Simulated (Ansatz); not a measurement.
Isomers of Al$_{2}$SiO$_{5}$ (singlet), relaxed with PBE-D4/def2-SVP; total energies from Ansatz at PBE0-D4/def2-TZVP.

```tsv
isomer	description	energy (Eh)
A	point group C2v; 5 × Al–O 1.62 to 1.77 Å; 3 × O–Si 1.54 to 1.70 Å	-1150.20727
B	point group Cs; 6 × Al–O 1.63 to 2.01 Å; 3 × O–Si 1.53 to 1.70 Å	-1150.18646
C	point group Cs; 6 × Al–O 1.67 to 1.86 Å; 3 × O–Si 1.64 to 1.69 Å	-1150.14176
```

The isomers come from a short search, and lower ones may exist.

**Question.** Work out the relative energies (1 Eh = 2625.5 kJ/mol) and the Boltzmann populations at 800 K from electronic energies alone (R = 8.314 J/mol/K).

**Answer.** ΔE: A 0.0, B 54.6, C 172.0 kJ/mol. RT = 6.65 kJ/mol. Factors exp(−ΔE/RT): A 1, B 0.000272, C 5.85e-12; sum 1.000. Populations: A 100.0 %, B 0.0 %, C 0.0 %. Zero-point energy, vibrational entropy and symmetry numbers are left out and can shift these; an error of 4 kJ/mol changes a ratio by a factor of 1.8. Over the other density-functional and correlated levels in def2 sets, the gap between A and B ranges from 47 to 67 kJ/mol.
